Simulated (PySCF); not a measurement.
**C3H6BCl: core ionisation energies**

Compound: C3H6BCl.
Numbering: `[Cl:1][BH:2][CH:3]1[CH2:4][CH2:5]1`

Theory: delta-SCF UKS SCAN, pcX-2 on the ionised atom, pcseg-1 elsewhere, spin-free X2C in PySCF 2.14.0. Each binding energy is the total energy of the core-ionised species, with the hole localised on one atom, minus that of the ground state; both are solved self-consistently, so orbital relaxation is included.

**Question.** List the computed XPS lines with their assignment.

**Answer.** 
```json
{"atom(s)": "B2", "environment": "three-coordinate boron", "level": "B 1s", "binding energy (eV)": "196.76", "2p1/2 (eV)": "–", "above the level's lowest (eV)": "0.00", "count": "1"}
{"atom(s)": "Cl1", "environment": "chlorine bonded to B", "level": "Cl 2p3/2", "binding energy (eV)": "206.09", "2p1/2 (eV)": "207.74", "above the level's lowest (eV)": "0.00", "count": "1"}
{"atom(s)": "C3", "environment": "sp3 carbon bound to boron", "level": "C 1s", "binding energy (eV)": "290.56", "2p1/2 (eV)": "–", "above the level's lowest (eV)": "0.00", "count": "1"}
{"atom(s)": "C4/C5", "environment": "three-membered-ring carbon", "level": "C 1s", "binding energy (eV)": "291.04", "2p1/2 (eV)": "–", "above the level's lowest (eV)": "+0.48", "count": "2"}
{"atom(s)": "Cl1", "environment": "chlorine bonded to B", "level": "Cl 1s", "binding energy (eV)": "2828.67", "2p1/2 (eV)": "–", "above the level's lowest (eV)": "0.00", "count": "1"}
```

The listed C 1s values span 0.48 eV, from C3 (bonded to 2 C, H and B) to C4/C5 (bonded to 2 C and 2 H).

**Question.** Give the binding energy of B 1s of B2 in hartree and in kJ/mol.

**Answer.** 196.76 eV = 7.2308 Eh = 18984 kJ/mol.

**Question.** Which photon energy gives electrons from B 1s of B2 a kinetic energy of 100 eV, and what is their de Broglie wavelength?

**Answer.** hν = 196.76 + 100 = 296.76 eV, recoil neglected; λ = 12.264 Å/√(E/eV) = 1.23 Å.

Atoms equivalent by their bonding share one computed value, that of the first of them. Spin–orbit and ligand-field terms were added within each 2p shell after the spin-free SCF. 2p1/2 minus 2p3/2 (ligand field included): Cl 1.65 eV. One conformer (not necessarily the lowest) at the PBE0-D3(BJ)/def2-SVP geometry, without solvent, vibrations or thermal averaging.

Hardware: one thread of an Arm Neoverse N1 (shared host). Cost: 49 s of wall time.

The values belong to the conformer `[Cl:1][BH:2][CH:3]1[CH2:4][CH2:5]1`: Cl1–B2–C3–C4 33°.
